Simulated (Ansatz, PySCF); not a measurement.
C₂H₄BBrO, SMILES C=CB(O)Br. Atoms are numbered in the order given.

```xyz
9

B      0.6225     0.1357    -0.1359
Br    -1.1610     0.1177     0.6763
C      0.9099    -0.7531    -1.3730
C      2.1170    -0.7759    -1.9619
H      0.1111    -1.3813    -1.7814
H      2.3305    -1.4003    -2.8361
H      2.9422    -0.1629    -1.5844
O      1.5755     0.9254     0.3982
H      1.2827     1.4334     1.1658
```

Geometry: B3LYP-D3(BJ)/def2-SVP. This is a generated structure with no PubChem entry under its InChIKey; it may be hypothetical. One conformer was computed; it need not be the lowest.

Two levels are set side by side: PBE-D3(BJ)/def2-SVP (Ansatz, an electronic-structure program) and B3LYP-D3(BJ)/def2-SVP (Ansatz). Each level has its own optimised geometry; the coordinates shown are those of the second. Frequencies come from the Hessian of PySCF at each geometry. Differences are taken from unrounded values.

| quantity | B3LYP-D3(BJ) | PBE-D3(BJ) | PBE-D3(BJ) minus B3LYP-D3(BJ) |
|---|---|---|---|
| mean bond length (Å) | 1.307 | 1.313 | 0.007 |
| bond B1–Br2 (Å) | 1.960 | 1.958 | -0.002 |
| bond B1–C3 (Å) | 1.550 | 1.554 | 0.004 |
| bond B1–O8 (Å) | 1.348 | 1.358 | 0.010 |
| bond C3–C4 (Å) | 1.343 | 1.352 | 0.008 |
| bond C3–H5 (Å) | 1.095 | 1.103 | 0.008 |
| bond C4–H6 (Å) | 1.095 | 1.103 | 0.008 |
| bond C4–H7 (Å) | 1.095 | 1.103 | 0.008 |
| bond O8–H9 (Å) | 0.966 | 0.975 | 0.009 |
| highest harmonic wavenumber (cm⁻¹) | 3846 | 3730 | -115 |
| mean harmonic wavenumber (cm⁻¹) | 1307 | 1271 | -36 |
| zero-point energy (kcal/mol) | 39.24 | 38.17 | -1.07 |

Exact exchange shortens and stiffens bonds; PBE has none. Differences between two approximate levels are no errors against the true value.
